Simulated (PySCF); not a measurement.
Vertical excitations of a molecule H2O2S2W, multiplicity 1 from TDA-PBE/def2-SVPD (PySCF 2.14.0), as energy in eV (oscillator strength): 3.22 (0.001), 3.48 (0.002), 3.69 (0.012), 4.07 (0.032), 4.43 (0.004), 4.57 (0.005), 4.60 (0.008), 4.76 (0.027), 4.97 (0.002), 5.02 (0.021). Lowest triplet (TDA): 2.85 eV. Coordinates come from a B3LYP-D3(BJ)/def2-SVP optimisation. The spin state was assumed, not searched. The def2 effective core potentials stand for the cores of W; spin–orbit coupling is left out. One conformer was computed; it need not be the lowest.

Q: Pick the molecule that these values belong to.
(A) [O]=[W]([OH])(=[S])[SH]
(B) [O]=[W](=[O])([SH])[SH]
(C) [OH][W]([OH])(=[S])=[S]

A: A, [O]=[W]([OH])(=[S])[SH]
